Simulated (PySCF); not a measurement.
Al(F)2(SMe) (CH₃AlF₂S), SMILES C[S][Al]([F])[F]. Atoms are numbered in the order given.

```xyz
8

Al    -0.0384    -0.8094     0.0000
F      0.8473    -2.2065     0.0000
F     -1.6958    -0.9098     0.0000
S      0.9025     1.1269     0.0000
C     -0.6044     2.2072     0.0000
H     -1.5289     1.6166     0.0000
H     -0.5738     2.8400     0.8966
H     -0.5738     2.8400    -0.8966
```

Geometry optimised at B3LYP-D3(BJ)/def2-SVP. The structure was generated by enumeration; whether it is a known compound was not checked. The values are those of a single conformer.

The numbers are results of B3LYP-D3(BJ)/def2-SVP run with PySCF 2.14.0, not measurements.

Frequencies are harmonic and unscaled.

```csv
mode,ν (cm⁻¹),IR (km/mol),Raman (Å⁴/amu),depolarisation,moving atoms (share of kinetic energy)
1,56,0.8,0.3,0.75,"H 53 %, S 17 %, F 15 %, C 15 %"
2,90,0.0,0.6,0.75,"H 59 %, F 19 %, C 15 %"
3,128,4.7,0.7,0.72,"F 44 %, C 32 %, H 14 %"
4,218,17.5,2.3,0.59,"F 56 %, C 15 %, S 15 %, Al 9 %"
5,245,21.6,2.1,0.68,"F 49 %, S 24 %, Al 15 %"
6,249,68.2,4.3,0.75,"Al 68 %, F 26 %"
7,485,32.4,12.9,0.09,"S 44 %, F 30 %, Al 23 %"
8,683,7.8,13.6,0.33,"C 60 %, S 31 %, H 8 %"
9,821,163.2,1.1,0.30,"F 56 %, Al 41 %"
10,956,111.5,0.1,0.73,"Al 52 %, F 47 %"
11,967,6.2,2.3,0.75,"H 85 %, C 14 %"
12,983,4.6,3.7,0.69,"H 82 %, C 14 %"
13,1339,11.0,2.6,0.74,"H 88 %, C 12 %"
14,1460,6.5,16.4,0.73,H 95 %
15,1460,5.2,13.9,0.75,H 95 %
16,3059,16.7,133.6,0.02,H 98 %
17,3165,2.0,96.4,0.75,"H 90 %, C 10 %"
18,3175,0.3,48.3,0.70,"H 90 %, C 10 %"
```
